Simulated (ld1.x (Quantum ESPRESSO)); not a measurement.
**Varying the PAW potential for bromine (Br)**

Base potential:

* Element: bromine
* Generator: ld1.x (Quantum ESPRESSO) 7.5
* Type: PAW
* Functional: LDA (PZ)
* Relativity: scalar-relativistic
* Frozen core: [Ar]
* Valence charge: 17
* Reference configuration: 3d10 4s2 4p4.75 (charge +0.25)
* Partial waves: 4s (bound): rcut 1.15, rcutus 1.30 bohr; 4s channel at 1.85 Ry: rcut 1.15, rcutus 1.30 bohr; 4p (bound): rcut 1.50, rcutus 2.05 bohr; 4p channel at -0.1 Ry: rcut 1.50, rcutus 2.05 bohr; 3d (bound): rcut 0.75, rcutus 0.80 bohr; 3d channel at -2.25 Ry: rcut 0.75, rcutus 0.80 bohr
* Local potential: all-electron potential smoothed inside 0.70 bohr (lloc = -1)
* Core correction: Bessel-smoothed model core, default radius (core density twice the valence density)
* Augmentation charge: BESSEL, radius 0.70 bohr

Cutoffs, loose and tight: the cutoffs (Ry, on a coarse ladder) from which the occupation-weighted sum of valence levels, in a spherical-Bessel basis at the reference potential, stays within 10 and 1 mRy of its value at 400 Ry. They do not see the model core or the augmentation charge, which bear on the density cutoff. Test errors are all-electron minus pseudo excitation energies from the reference, over the configurations 3d10 4s2 4p5; 3d10 4s2 4p4; 3d10 4s2 4p3; 3d10 4s2 4p1; 3d10 4s2 4p4.5; 3d9 4s2 4p5; 3d10 4s1 4p6 (two spin-polarised tests are not counted in the largest error). A dash means not determined; rows that change the core or the reference have their own tests. The largest error is taken over the tests solved by every variant that gives reliable tests at all: 3d10 4s2 4p1; 3d10 4s2 4p3; 3d10 4s2 4p4; 3d10 4s2 4p4.5; 3d10 4s2 4p5.

A true bound ghost makes a file unfit for plane-wave use even where its test errors are small: the radial tests pick states by their node count and pass the ghost by. Where a test does run into it, the solver fails or the error is huge.

| change | outcome | cutoff, loose | cutoff, tight | bound ghosts | largest test error (meV) |
| --- | --- | --- | --- | --- | --- |
| base | generated | 260 Ry | over 300 Ry | s, p | +579 |
| wave 3d channel at -2.25 Ry: rcut 0.75, rcutus 0.80 bohr becomes 3d channel at -4.97 Ry: rcut 0.75, rcutus 0.80 bohr | failed: compute_chi: chi too large beyond r_c | – | – | – | – |
| wave 3d channel at -2.25 Ry: rcut 0.75, rcutus 0.80 bohr becomes 3d channel at -4.88 Ry: rcut 0.75, rcutus 0.80 bohr | failed: compute_chi: chi too large beyond r_c | – | – | – | – |
| wave 3d channel at -2.25 Ry: rcut 0.75, rcutus 0.80 bohr becomes 3d channel at -4.67 Ry: rcut 0.75, rcutus 0.80 bohr | failed: compute_chi: chi too large beyond r_c | – | – | – | – |
| wave 3d channel at -2.25 Ry: rcut 0.75, rcutus 0.80 bohr becomes 3d channel at -4.49 Ry: rcut 0.75, rcutus 0.80 bohr | failed: compute_chi: chi too large beyond r_c | – | – | – | – |
| wave 3d channel at -2.25 Ry: rcut 0.75, rcutus 0.80 bohr becomes 3d channel at -1.97 Ry: rcut 0.75, rcutus 0.80 bohr | generated | 260 Ry | over 300 Ry | s, p | +529 |

(1) What comes out with this change to the base: wave 3d channel at -2.25 Ry: rcut 0.75, rcutus 0.80 bohr becomes 3d channel at -4.11 Ry: rcut 0.75, rcutus 0.80 bohr?

(2) What comes out with this change to the base: wave 3d channel at -2.25 Ry: rcut 0.75, rcutus 0.80 bohr becomes 3d channel at -3.15 Ry: rcut 0.75, rcutus 0.80 bohr?

(3) What comes out with this change to the base: wave 3d channel at -2.25 Ry: rcut 0.75, rcutus 0.80 bohr becomes 3d channel at 1.27 Ry: rcut 0.75, rcutus 0.80 bohr?

## Answers

(1) outcome: generated; cutoff, loose: 260 Ry; cutoff, tight: over 300 Ry; bound ghosts: s, p; largest test error (meV): +1541.

(2) outcome: generated; cutoff, loose: 260 Ry; cutoff, tight: over 300 Ry; bound ghosts: s, p; largest test error (meV): +823.

(3) outcome: generated; cutoff, loose: 260 Ry; cutoff, tight: over 300 Ry; bound ghosts: s, p; largest test error (meV): +276.
